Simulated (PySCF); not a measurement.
Excitations are Tamm–Dancoff values on a coarser integration grid. The basis has no diffuse functions, so Rydberg states are missing or too high.

Cartesian coordinates (Å):
SMILES: [Si@@H](S)(F)[SiH2][SiH3]
```xyz
12

F     -1.6610     0.3732    -2.0935
Si    -1.6095     0.5228    -0.4754
S     -2.0680    -1.3279     0.4988
Si     0.5791     1.0628     0.1705
Si     1.9593    -0.8166    -0.0957
H     -2.6602     1.5274    -0.1311
H     -3.4087    -1.2071     0.3421
H      1.0733     2.2072    -0.6605
H      0.5469     1.4914     1.6059
H      3.3504    -0.5181     0.3674
H      1.9972    -1.2119    -1.5368
H      1.4123    -1.9526     0.7085
```
Charge 0, multiplicity 1.

What HOMO–LUMO gap, dipole moment, T1 excitation (TDA), HOMO and S1–T1 gap (TDA) does PySCF 2.14.0 with PBE-D3(BJ)/def2-TZVP give?


```yaml
HOMO–LUMO gap: 5.14 eV
dipole_moment: 1.07 D
T1 excitation (TDA): 4.97 eV
HOMO: -6.72 eV
S1–T1 gap (TDA): 0.30 eV
```
